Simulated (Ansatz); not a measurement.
Relaxation of BFH$_{6}$N$_{2}$S (11 atoms, charge 0, multiplicity 1), to a largest force component of 0.03 eV/Å in at most 50 steps.

Method: RKS PBE/def2-SVP (Ansatz 0.2.0).

```xyz
11
Properties=species:S:1:pos:R:3
B -0.104 0.669 -0.527
F -0.139 -0.166 1.870
N 1.193 0.132 -0.749
H 1.330 -0.835 -1.039
H 2.034 0.552 -0.358
N -1.309 0.016 -0.894
H -1.358 -0.996 -1.002
H -2.223 0.451 -0.797
S -0.115 2.488 -0.020
H -1.421 2.561 0.356
H 0.124 0.729 1.864
```

**Question.** Where does it end, and by what steps?

**Answer.** It converged. The force dipped under the threshold on the way, but the program's further checks kept it going. After 30 steps the energy has fallen by 0.337 eV; F2 moved furthest, 1.74 Å.

```json
{"step": "0", "energy less start (eV)": "0.0000", "largest force component (eV/Å)": "0.584", "accepted": "yes"}
{"step": "2", "energy less start (eV)": "-0.1408", "largest force component (eV/Å)": "1.543", "accepted": "yes"}
{"step": "4", "energy less start (eV)": "-0.1964", "largest force component (eV/Å)": "0.756", "accepted": "yes"}
{"step": "6", "energy less start (eV)": "-0.2216", "largest force component (eV/Å)": "0.173", "accepted": "yes"}
{"step": "8", "energy less start (eV)": "-0.2287", "largest force component (eV/Å)": "0.013", "accepted": "yes"}
{"step": "10", "energy less start (eV)": "-0.2264", "largest force component (eV/Å)": "0.436", "accepted": "no"}
{"step": "12", "energy less start (eV)": "-0.2340", "largest force component (eV/Å)": "0.215", "accepted": "yes"}
{"step": "14", "energy less start (eV)": "-0.2375", "largest force component (eV/Å)": "0.108", "accepted": "yes"}
{"step": "16", "energy less start (eV)": "-0.2422", "largest force component (eV/Å)": "0.182", "accepted": "yes"}
{"step": "18", "energy less start (eV)": "-0.2453", "largest force component (eV/Å)": "0.205", "accepted": "yes"}
{"step": "20", "energy less start (eV)": "-0.2558", "largest force component (eV/Å)": "0.137", "accepted": "yes"}
{"step": "22", "energy less start (eV)": "-0.2814", "largest force component (eV/Å)": "0.443", "accepted": "yes"}
{"step": "24", "energy less start (eV)": "-0.3045", "largest force component (eV/Å)": "0.258", "accepted": "yes"}
{"step": "26", "energy less start (eV)": "-0.2648", "largest force component (eV/Å)": "0.738", "accepted": "no"}
{"step": "28", "energy less start (eV)": "-0.3318", "largest force component (eV/Å)": "0.197", "accepted": "yes"}
{"step": "30", "energy less start (eV)": "-0.3366", "largest force component (eV/Å)": "0.027", "accepted": "yes"}
```

```xyz
11
Properties=species:S:1:pos:R:3
B 0.188 0.510 -0.523
F -1.712 0.498 2.217
N 1.330 0.178 -1.291
H 1.416 -0.684 -1.829
H 2.115 0.816 -1.403
N -1.043 -0.183 -0.514
H -1.218 -1.004 -1.094
H -1.664 -0.097 0.297
S 0.365 2.024 0.610
H -0.843 2.552 0.274
H -0.926 0.991 1.961
```

Whether the end is a true minimum wasn't checked by a vibrational analysis.

Time of the run: 64 s on 2 threads of Arm Neoverse V1, with other jobs on the host, peak memory 0.15 GiB.
